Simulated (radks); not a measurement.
Q: Isoelectronic series with 3 electrons, each ion in its NIST ground configuration. Method: scalar-relativistic Kohn-Sham, r2SCAN, spin-polarised, spherical densities, finite nucleus; open shells are filled with parallel spins first; meta-GGA in the generalised Kohn-Sham scheme; Fermi nuclear charge, rms radius of each element as measured or else 0.836 A^(1/3) + 0.57 fm; computed with a radial shooting solver on a logarithmic mesh with Libxc functionals. Total energies (hartree) and mean radii <r> (bohr):

ion,configuration,E (hartree),2s up,1s down
Li,[He] 2s1,-7.48070,3.805,0.5791
Be+,[He] 2s1,-14.32894,2.260,0.4182
B2+,[He] 2s1,-23.43218,1.627,0.3271
C3+,[He] 2s1,-34.79023,1.275,0.2685
N4+,[He] 2s1,-48.40454,1.049,0.2277
O5+,[He] 2s1,-64.27727,0.8918,0.1976
F6+,[He] 2s1,-82.41103,0.7755,0.1746
Ne7+,[He] 2s1,-102.80883,0.6861,0.1563
Mg9+,[He] 2s1,-150.41062,0.5575,0.1292
Al10+,[He] 2s1,-177.62261,0.5097,0.1189
P12+,[He] 2s1,-238.89171,0.4350,0.1025
S13+,[He] 2s1,-272.95917,0.4052,0.09585
Cl14+,[He] 2s1,-309.32282,0.3792,0.09002
Ar15+,[He] 2s1,-347.98885,0.3564,0.08484
K16+,[He] 2s1,-388.96389,0.3360,0.08023
Ca17+,[He] 2s1,-432.25491,0.3179,0.07608
Sc18+,[He] 2s1,-477.86937,0.3016,0.07233
Ti19+,[He] 2s1,-525.81515,0.2868,0.06892
V20+,[He] 2s1,-576.10061,0.2734,0.06582
Cr21+,[He] 2s1,-628.73442,0.2612,0.06297
Mn22+,[He] 2s1,-683.72579,0.2499,0.06036
Fe23+,[He] 2s1,-741.08447,0.2396,0.05795

Estimate the row of Si11+ ([He] 2s1).

A: E (hartree) -207.11464; 2s up 0.4694; 1s down 0.1101.
